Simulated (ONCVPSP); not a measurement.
# strontium (Sr): excitation energies, all-electron against ONCV

Sr, optimised norm-conserving Vanderbilt (ONCV), made with ONCVPSP 4.0.1 (PBE, scalar-relativistic). Core [Ar] 3d10, reference 4s2 4p6 5s1 (charge +1). Waves: 4s+5s: rc 1.85 bohr, ncon 4, nbas 8, qcut 8 1/bohr, 2 projectors; 4p: rc 1.70 bohr, ncon 4, nbas 7, qcut 4.9 1/bohr, 1 projector; d scattering state at 0.11 Ha: rc 1.45 bohr, ncon 4, nbas 7, qcut 6.6 1/bohr, 2 projectors, debl 1 Ha. Local part: polynomial inside 1.20 bohr (lpopt 5, dvloc0 0 Ha). Core correction: none.

In the d channel the program set the typed energies aside and used 0.050, 1.050 Ha.

Energies are relative to the spin-unpolarised reference configuration 4s2 4p6 5s1; without spin polarisation the order of configurations can differ from experiment.

Task: Give the all-electron excitation energy and the error of the potential for: 4s2 4p6 5s2; 4s2 4p6 5s0; 4s2 4p6 5s1.5; 4s2 4p6 4d1 5s0.

Result:

```json
{"valence configuration": "4s2 4p6 5s2", "charge": "0", "ΔE all-electron (eV)": "-5.885", "error AE − PS (meV)": "+0.5"}
{"valence configuration": "4s2 4p6 5s0", "charge": "+2", "ΔE all-electron (eV)": "11.006", "error AE − PS (meV)": "-0.5"}
{"valence configuration": "4s2 4p6 5s1.5", "charge": "+0.5", "ΔE all-electron (eV)": "-3.546", "error AE − PS (meV)": "+0.3"}
{"valence configuration": "4s2 4p6 4d1 5s0", "charge": "+1", "ΔE all-electron (eV)": "1.764", "error AE − PS (meV)": "-3.6"}
```

Levels in the configuration 4s2 4p6 5s2:

```json
{"level": "4s", "all-electron (eV)": "-40.900", "pseudo (eV)": "-40.903"}
{"level": "4p", "all-electron (eV)": "-22.822", "pseudo (eV)": "-22.824"}
{"level": "5s", "all-electron (eV)": "-3.526", "pseudo (eV)": "-3.526"}
```
